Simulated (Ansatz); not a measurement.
The first iterations of a band of ClH3Sn + H (6 atoms, charge 0, multiplicity 2).

Computed with UKS PBE-D4/def2-SVP (Ansatz 0.2.0).

```yaml
movable_images: 5
climbing_image: yes
spring: 5.0 eV/Å²
optimiser: quadratic models (default)
start_path: through a guess of the saddle point
force_threshold: 0.2 eV/Å
iteration_limit: 60
end_points: relaxed
```

Image 0:

```xyz
6
Properties=species:S:1:pos:R:3
Sn 0.003 0.000 -0.190
Cl 0.021 0.000 2.189
H 1.654 0.000 -0.688
H -0.828 1.433 -0.669
H -0.828 -1.433 -0.669
H -0.019 0.000 5.279
```

Image 6:

```xyz
6
Properties=species:S:1:pos:R:3
Sn 0.000 0.000 -0.262
Cl 0.003 0.000 3.396
H 1.636 0.000 -0.861
H -0.819 1.417 -0.859
H -0.819 -1.417 -0.859
H 0.001 0.000 4.697
```

| iteration | highest image above the first end (eV) | largest band force component (eV/Å) |
| --- | --- | --- |
| 1 | 0.213 | 2.751 |
| 2 | 0.107 | 1.635 |

Question: Does the band converge within its limit, and where does its top end?

Answer: The forces met the threshold. It ended after 8 iterations with the highest image 0.125 eV above the first end. The threshold of 0.2 eV/Å is loose, so the images may lie well off the minimum-energy path. Another band between the same ends (5 images) ends at a top of the same energy, where a vibrational analysis finds 1 clearly imaginary mode.

The run took 98 s on 1 thread of Intel(R) Xeon(R) Platinum 8259CL CPU @ 2.50GHz (Skylake/Cascade Lake), on a shared host, peak memory 0.14 GiB.
